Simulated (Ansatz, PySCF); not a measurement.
This Ansatz (an electronic-structure program) input computes a BLYP/def2-TZVPD energy:

Ansatz 0.2 input:
```yaml
crystal:
  periodic: [false, false, false]
  atoms:
    - {symbol: B, position_ang: [-0.00000000, -0.00000000, -0.20072794]}
    - {symbol: H, position_ang: [0.00000000, 0.00000000, 1.00363971]}
basis:
  gaussian:
    orbitals: def2-TZVPD
hamiltonian:
  xc: {name: BLYP}
total_charge: 1
magnetization: {spin_polarized: true, initial_magnetization: 1}
output: {forces: true}
```

Question: Write an input for the same energy in PySCF and say what it gives.

Answer: 
```python
from pyscf import gto, scf, dft

mol = gto.M(
    atom='''
    B    -0.00000000   -0.00000000   -0.20072794
    H     0.00000000    0.00000000    1.00363971
    ''',
    basis='def2-tzvpd',
    charge=1,
    spin=1,
    symmetry='C2v',
    verbose=4,
)

mf = dft.UKS(mol, xc='blyp').density_fit(auxbasis='def2-universal-jkfit')
mf.grids.level = 3
mf.conv_tol = 1e-9
mf.max_cycle = 100
mf.max_memory = 1500
mf.kernel()
if not mf.converged:
    mf = mf.newton()
    mf.kernel(mf.make_rdm1())
mf.analyze()
```
It gives -24.92943 Eh, and Ansatz -24.92941 Eh, a difference of 0.02 mEh, from the treatment of integrals and grids.
